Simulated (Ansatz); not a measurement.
```xyz
9

C    -2.1037    0.1490    1.9943
C    -1.3930   -0.2347    1.0873
Hf   -0.1096   -0.9027   -0.5322
F    -1.1412   -1.1165   -2.1025
F     0.6968   -2.5456   -0.0562
C     1.4351    0.5829   -0.8822
C     2.2942    1.4209   -1.0689
H    -2.7271    0.4881    2.7917
H     3.0484    2.1586   -1.2314
```

The species carries charge 0 and has multiplicity 1. Hf takes the def2 core potential.

Problem. List the CAM-B3LYP/def2-TZVPP orbital energies in eV (the Gaussian-basis code of Ansatz). (Estimate.)

Solution. The calculation gave: Occupied: -673.54, -673.54, -279.41, -279.41, -278.55, -278.55, -71.04, -40.14, -39.69, -39.19, -33.45, -32.96, -22.71, -22.67, -17.03, -16.98, -14.74, -14.54, -14.17, -14.09, -13.97, -13.56, -12.77, -12.12, -10.18, -9.97, -9.95, -9.78. Lowest empty: -1.20, -0.61, -0.17, 0.33, 0.68, 1.26, 2.76, 2.76.
